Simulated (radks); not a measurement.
Species: the cerium ion Ce3+. Configuration: [Xe] 4f1. All-electron calculation, scalar-relativistic Kohn-Sham, SCAN, spin-polarised, spherical densities, finite nucleus; open shells are filled with parallel spins first (spin-orbit coupling, left out, can overturn this in heavy ions); meta-GGA in the generalised Kohn-Sham scheme; Fermi nuclear charge, rms radius 4.8771 fm. Program: a radial shooting solver on a logarithmic mesh with Libxc functionals. Some entries of the table are withheld. Estimate them.

orbital,occ.,eigenvalue (hartree),<1/r> (bohr^-1)
1s down,1,-1483.052,63.34
1s up,1,-1483.052,63.34
2s up,1,-238.9228,14.62
2s down,1,-238.9227,14.62
2p up,3,-213.9248,13.83
2p down,3,-213.9247,13.83
3s up,1,-52.43949,5.316
3s down,1,-52.42771,5.317
3p up,3,-44.42657,5.025
3p down,3,-44.41446,5.026
3d up,5,-33.07009,4.759
3d down,5,-33.06014,4.760
4s up,1,-11.42566,2.206
4s down,1,-11.39151,2.206
4p up,3,-8.79490,2.036
4p down,3,-8.75958,2.037
4d up,5,-5.00322,1.776
4d down,5,-4.96572,1.776
5s up,1,(1),0.8760
5s down,1,(2),0.8714
5p up,3,-1.71656,0.7626
5p down,3,-1.70009,0.7581
4f up,1,-1.04134,1.235

Answer. 
(1) 5s up eigenvalue (hartree): -2.39017
(2) 5s down eigenvalue (hartree): -2.36934
